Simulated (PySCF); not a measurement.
**Dipole response of Cd (cadmium, neutral)**

[Kr] 4d10 5s2, closed-shell 1S. Calculation: PySCF 2.14, in aug-cc-pVDZ-PP with ECP28MDF; scalar relativity through the core potential. Coupled (time-dependent) response in atomic units; α is the mean over directions. A double-zeta set is small for polarisabilities.

```
method  mean α (bohr³)  C₆ (like pair)  S(−4)
   UHF           63.73           607.3   2017
   PBE           46.79           413.1   1004
  PBE0           50.07           449.7   1165
  MN15           49.95           455.4   1120
revPBE           47.87           425.2   1060
```

S(−4) is the Cauchy moment in α(ω) = α(0) + S(−4) ω² + …

Reference α: 46 ± 2 bohr³ (recommended; Schwerdtfeger and Nagle, table of static dipole polarizabilities (2023 update)). Published C₆: 405.0 (Gould and Bucko (2016)).

Hartree-Fock lies above the reference because it lacks correlation, which contracts the outer shell.

α(iu) at UHF:

```tsv
u (hartree)	α(iu) (bohr³)
0	63.73
0.0500	59.10
0.100	48.80
0.200	29.98
0.300	19.47
0.500	10.61
0.750	6.621
1.00	4.823
1.50	3.109
2.00	2.232
3.00	1.310
5.00	0.5916
```

A single London oscillator, α(iu) = α/(1 + u²/ω²), gives C₆ = (3/4) ω α². Matching the computed C₆ needs ω = 4 × 607.3 / (3 × 63.73²) = 0.199 hartree.

Energies and moments cover only the electrons outside the core potential.
